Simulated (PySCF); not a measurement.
The numbers are results of TPSSh-D3(BJ)/def2-TZVP // B3LYP-D3(BJ)/def2-TZVP (PySCF), not measurements. Isolated molecules, 0 K electronic values unless said otherwise. One relaxed conformer stands for a flexible species; it need not be the lowest. Delta-SCF ions had no search for a lower state. Excitations are Tamm–Dancoff values on a coarser integration grid. The basis has no diffuse functions, so Rydberg states are missing or too high.

Reference species (SMILES): `O(C=[SiH2])[SiH3]` (Si–C–O–Si torsion 0°) (neutral, multiplicity 1).

T1 excitation (TDA): 2.36 eV
HOMO: -5.38 eV
vertical ionisation energy (Delta-SCF): 7.85 eV
LUMO: -1.36 eV

Changed species: `C/[SiH]=[SiH]\O` (Si–Si–O–H torsion 132°).

Q: Give the shifts of the T1 excitation (TDA), HOMO, vertical ionisation energy (Delta-SCF) and LUMO.

A: the T1 excitation (TDA) falls by 0.84 eV, to 1.52 eV; the HOMO rises by 0.23 eV, to -5.15 eV; the vertical ionisation energy (Delta-SCF) decreases by 0.44 eV, to 7.41 eV; the LUMO falls by 0.71 eV, to -2.07 eV.
